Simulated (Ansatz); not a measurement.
Correlation energies of CH6BFOSSi, SMILES `FCOB[SiH2]S` by basis set

```xyz
12

F    -1.379   -2.576   -0.775
C    -1.880   -1.328   -0.565
O    -0.869   -0.397   -0.792
B    -0.205    0.186    0.229
Si    1.354    1.413   -0.151
S     3.087    0.508    0.749
H    -2.238   -1.271    0.468
H    -2.676   -1.153   -1.291
H    -0.545   -0.070    1.358
H     1.121    2.780    0.397
H     1.707    1.531   -1.589
H     2.524    0.376    1.962
```

Charge 0, multiplicity 1. Geometry: relaxed with PBE0-D4/def2-TZVP. It is one conformer, not always the lowest. Frozen core, restricted reference, Ansatz. CBS rows extrapolate triple and quadruple zeta; past MP2 they add the triple-zeta difference.

```json
{"basis": "def2-TZVPP", "HF (Eh)": "?", "MP2 corr.": "?", "CCSD corr.": "-1.10214", "(T)": "?", "CCSD(T) total": "?"}
{"basis": "def2-QZVPP", "HF (Eh)": "-927.02061", "MP2 corr.": "?", "CCSD corr.": "–", "(T)": "–", "CCSD(T) total": "–"}
{"basis": "CBS(def2)", "HF (Eh)": "-927.02489", "MP2 corr.": "-1.19449", "CCSD corr.": "-1.25121", "(T)": "as TZ", "CCSD(T) total": "-928.31790"}
```

Problem. Fill in the withheld values. (An estimate is asked.)

Solution. Computed: def2-TZVPP HF (Eh): -926.98952; def2-TZVPP MP2 corr.: -1.04541; def2-TZVPP (T): -0.04180; def2-TZVPP CCSD(T) total: -928.13346; def2-QZVPP MP2 corr.: -1.13105.
